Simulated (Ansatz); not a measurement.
System: C₄H₂ISe (charge 0, doublet). It need not be the lowest isomer of its formula. 
Geometry from a B3LYP-D3(BJ)/def2-TZVP (Ansatz, a program for electronic structure) optimisation:
```xyz
8

I      2.0526    -0.3893     0.0718
C     -0.0365    -0.1755    -0.0101
C     -0.8982    -1.3295    -0.1041
C     -2.1874    -0.9586    -0.1431
Se    -2.5158     0.8684    -0.0691
C     -0.6357     1.0383     0.0222
H     -0.5326    -2.3446    -0.1372
H     -0.1721     2.0079     0.0897
```
Charge 0, spin multiplicity 2.

Total electronic energies in hartree. Cores are frozen in the correlated levels unless marked. Open shells are spin-unrestricted. No spin-orbit coupling. The frozen core is the preceding noble-gas configuration, with the filled d and f shells of earlier blocks. In def2 rows, elements after Kr have scalar-relativistic effective core potentials. CBS(X,Y): correlation extrapolated as X^-3; Hartree-Fock from the larger set. The bracket is a focal-point correction in the basis named.

The UHF reference is spin-contaminated (<S^2> 0.44 over the pure value in the largest basis). 

```
level                                                              program  energy (Eh)
----------------------------------------------------------  --------------  -----------
RI-HF/def2-TZVPP                                                    Ansatz  -2849.09274
revPBE/def2-TZVPD                                                   Ansatz          ___
BHLYP-D4/def2-TZVPD                                         Ansatz + dftd4  -2852.68434
LC-wPBE/def2-TZVPD                                                  Ansatz          ___
RPA@PBE/def2-QZVPP                                                  Ansatz          ___
CCSD/def2-QZVPP                                                     Ansatz  -2850.11696
CCSD(T)/def2-SVP                                                    Ansatz  -2849.38070
RI-MP2/CBS(def2-TZVPP,def2-QZVPP)+[CCSD(T)-MP2]/def2-TZVPP          Ansatz   -2850.2298
CCSD(T)/CBS(def2-TZVPP,def2-QZVPP)                                  Ansatz   -2850.2240
```

### Question
Complete the blanks.

### Answer

- revPBE/def2-TZVPD, energy (Eh): -2852.64065
- LC-wPBE/def2-TZVPD, energy (Eh): -2852.41128
- RPA@PBE/def2-QZVPP, energy (Eh): -2850.62231
